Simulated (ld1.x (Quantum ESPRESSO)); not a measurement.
**What one change does to a pseudopotential (arsenic, TM)**

ld1.x (Quantum ESPRESSO) 7.5 input, shortened:

```
&input
   title='As', zed=33., rel=1, dft='PBE', iswitch=3,
   config='[Ar] 3d10 4s2 4p3'
 /
 &inputp
   pseudotype=2, tm=.true., lloc=-1, rcloc=0.50,
   nlcc=.true., rcore=0.35
 /
3
4S  1  0   2.00   0.00  1.25  1.25  0.0
4P  2  1   3.00   0.00  1.55  1.55  0.0
3D  3  2  10.00   0.00  0.60  0.60  0.0
 &test
   configts(1)='3d10 4s2 4p3'
 /
```

All-electron outer shells of the reference configuration (PBE, scalar-relativistic, ld1.x):

```tsv
shell	level (eV)	outermost node (bohr)	outermost maximum (bohr)
3s	-190.31	0.25	0.52
3p	-133.68	0.22	0.52
3d	-40.65	–	0.47
4s	-14.49	0.73	1.61
4p	-5.19	0.78	2.00
```

Change: local potential all-electron potential smoothed inside 0.60 bohr (lloc = -1).

Cutoffs: the cutoffs (Ry, on a coarse ladder) from which the occupation-weighted sum of valence levels, in a spherical-Bessel basis at the reference potential, stays within 10 and 1 mRy of its value at 400 Ry; they do not see the model core or the augmentation charge, which bear on the density cutoff. Errors are all-electron minus pseudo energies relative to the spin-unpolarised reference configuration.

Problem. What does the change do?

Solution. Both files keep a bound ghost (p, s); of the 6 tests that both files solve, the error grows in 0 and shrinks in 4 by more than 15 % and 0.3 meV (median size 2.6 → 0.8 meV); the range in which the s phases agree widens (upper end 0.6 → 2.2). That the errors move this way runs against the usual rule that smaller radii transfer better.

| quantity | base | changed |
| --- | --- | --- |
| bound ghosts | s, p | s, p |
| tests counted (converged, no solver errors) | 6 of 7 | 6 of 7 |
| error for 3d10 4s2 4p2, meV [ΔE 9.15 eV] | +1.0 | +0.1 |
| error for 3d10 4s2 4p1, meV [ΔE 27.07 eV] | +7.9 | +2.7 |
| error for 3d10 4s2 4p0, meV [ΔE 54.77 eV] | +22 | +6.4 |
| error for 3d10 4s2 4p2.5, meV [ΔE 3.56 eV] | -0.1 | -0.2 |
| error for 3d10 4s1 4p3, meV [ΔE 19.26 eV] | +4.2 | +1.4 |
| error for 3d10 4s2 4p3.3, meV [ΔE -1.23 eV] | +0.3 | +0.2 |
| s: phases at 1.71 bohr within 0.05 rad from the reference energy up to (Ry; the scan ends near 5) | 0.6 | 2.2 |
| p: phases at 1.71 bohr within 0.05 rad from the reference energy up to (Ry; the scan ends near 5) | 4.7 | to the end of the scan |
| d: phases at 1.71 bohr within 0.05 rad from the reference energy up to (Ry; the scan ends near 5) | to the end of the scan | to the end of the scan |

Base: Tests not counted: 3d9 4s2 4p3 (solver errors, printed error -2700 eV). Changed file: Tests not counted: 3d9 4s2 4p3 (solver errors, printed error -2868 eV). A true bound ghost makes a file unfit for plane-wave use even where its test errors are small: the radial tests pick states by their node count and pass the ghost by. Where a test does run into it, the solver fails or the error is huge.
